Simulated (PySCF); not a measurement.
# Structure from NMR data

Molecular formula: C₂H₇B₃O₄. Simulated spectra:

$^{1}$H NMR (400 MHz, computed): δ 4.61 (br, 2H), 3.37 (s, 2H), 3.31 (s, 3H).

$^{13}$C{$^{1}$H} NMR (computed): δ 60.5, 59.9.

Computational details: structure optimised with PBE0-D3(BJ)/def2-SVP, shieldings: GIAO PBE0/pcSseg-1, couplings computed with B3LYP/pcJ-1 (spin–dipole term only in couplings to heteroatoms), in PySCF 2.14 (no relativistic terms, no solvent model, fast rotation and ring inversion assumed for equivalent nuclei, one conformer).

δ = σ(ref) − σ, references computed at the same level: $^{1}$H, $^{13}$C vs TMS.

Task: What is the structure?

Result: 
- 2 carbon signals for 2 carbons: no two carbons are equivalent.
- Carbon types of the structure: 1 × CH2, 1 × CH3, leaving 2 H on heteroatoms.
- δC 60.5: sp3 CH2 bonded to B and O; pulled downfield by the heteroatom.
- δC 59.9: methyl carbon bonded to O; pulled downfield by the heteroatom.
- δH 4.61: hydrogen on a boron bonded to 2 O, in a 6-membered ring.
- δH 3.37: hydrogen on an sp3 CH2 bonded to B and O; its carbon carries O, which withdraws density.
- δH 3.31: hydrogen on a methyl carbon bonded to O; its carbon carries O, an electronegative neighbour.

Structure: `B1OBOB(COC)O1`.

The data come from this structure; uniqueness wasn't tested.

Hydrogens on boron are broadened and split by $^{11}$B (spin 3/2, 80 %) and 10B (spin 3). A carbon bonded to boron is broadened by the quadrupolar boron nucleus and is often missing from a measured spectrum. Shifts are as computed. Against solution values, carbons near 30 ppm lie about +2 ppm off and those near 130 ppm about +5 ppm. Of 1309 compounds with measured shifts, 239 miss one by over three times the rms of a fit or turn the order of signals round; such compounds aren't used in these exercises.
